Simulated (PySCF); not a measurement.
C9H8N2S. Atoms are numbered in the order given.

```xyz
20

C     -1.6712    -2.1477    -0.1757
C     -1.7340    -0.6518    -0.0354
C     -2.9691     0.0623     0.0894
C     -2.8094     1.4151     0.2418
S     -1.1441     1.8628     0.2373
C     -0.6403     0.1996     0.0278
C      0.7875    -0.1169    -0.0422
C      1.7479     0.5506     0.7430
N      3.0476     0.2742     0.6843
C      3.4173    -0.6920    -0.1596
N      2.6098    -1.3896    -0.9599
C      1.3118    -1.0961    -0.9069
H     -2.5173    -2.6191     0.3468
H     -1.7274    -2.4621    -1.2320
H     -0.7417    -2.5604     0.2421
H     -3.9441    -0.4278     0.0740
H     -3.5810     2.1750     0.3542
H      1.4341     1.3314     1.4465
H      4.4863    -0.9313    -0.2020
H      0.6531    -1.6417    -1.5898
```
Charge 0, spin multiplicity 1.

The structure is a stationary point at B3LYP-D3(BJ)/def2-SVP. This is a generated structure with no PubChem entry under its InChIKey; it may be hypothetical. One conformer was computed; it need not be the lowest.

All values below come from HF/pcSseg-1 (PySCF).

GIAO shieldings, no solvent; atoms listed in one row are averaged. δ = σ(ref) − σ: ¹³C against TMS (σ = 192.6 ppm); ³³S against H2S (σ = 725.2 ppm); ¹⁵N against NH3 (σ = 267.3 ppm); ¹H against TMS (σ = 31.99 ppm), references at their B3LYP-D3(BJ)/def2-TZVP geometries, non-relativistic.

Computed chemical shifts:
```tsv
nucleus	atoms	count	δ (ppm)
¹³C	C8, C12	2	171.4
¹³C	C10	1	171.0
¹³C	C6	1	145.3
¹³C	C4	1	143.3
¹³C	C2	1	143.1
¹³C	C3	1	139.1
¹³C	C7	1	132.1
¹³C	C1	1	17.4
³³S	S5	1	389.4
¹⁵N	N9	1	334.5
¹⁵N	N11	1	332.0
¹H	H19	1	9.68
¹H	H18, H20	2	9.43
¹H	H17	1	7.77
¹H	H16	1	7.41
¹H	H13, H14, H15	3	2.77
```
